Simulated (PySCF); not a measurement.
Here is a job for PySCF.
```python
from pyscf import gto, scf, dft

mol = gto.M(
    atom='''
B    -0.00000000   -0.00000000   -0.19907760
H     0.00000000    0.00000000    0.99538801
''',
    basis='def2-svp',
    charge=1,
    spin=1,
    verbose=5,
)

mf = dft.UKS(mol)
mf.xc = 'b3lyp'
mf.kernel()
mf.analyze()
```

### Question
Predict the <S^2> from B3LYP/def2-SVP in PySCF.

### Answer
0.752

### Question
Predict the number of basis functions from B3LYP/def2-SVP.

### Answer
19

### Question
Predict the total energy from B3LYP/def2-SVP.

### Answer
-24.9128 Eh

### Question
What nuclear repulsion energy does B3LYP/def2-SVP give?

### Answer
2.2151 Eh

### Question
Predict the HOMO energy from B3LYP/def2-SVP.

### Answer
-17.82 eV

These values belong to the state on which the SCF converged, which isn't shown to be the lowest.
